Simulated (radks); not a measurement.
Results of a calculation; reference values are marked as such.
Ionisation of the niobium ion Nb2+, [Kr] 4d3, to Nb3+, [Kr] 4d2, under several functionals. Scalar-relativistic Kohn-Sham, spin-polarised, spherical densities, finite nucleus; open shells are filled with parallel spins first (spin-orbit coupling, left out, can overturn this in heavy ions); a radial shooting solver on a logarithmic mesh with Libxc functionals. The NIST Atomic Spectra Database gives 25.040 eV (semi-empirical). Rank these functionals by the error of their Delta-SCF ionisation energy: exchange-only PBE; BP86; B86b exchange with PBE correlation; exchange-only B88; PBEsol; LDA (Slater exchange, Perdew-Zunger correlation).

Answer. From best to worst: exchange-only PBE 24.668 eV (-0.372); exchange-only B88 24.666 eV (-0.374); PBEsol 25.534 eV (+0.494); B86b exchange with PBE correlation 25.575 eV (+0.535); BP86 25.597 eV (+0.557); LDA (Slater exchange, Perdew-Zunger correlation) 25.617 eV (+0.577). Open shells are spherical and high-spin; term and fine-structure splittings are not resolved.
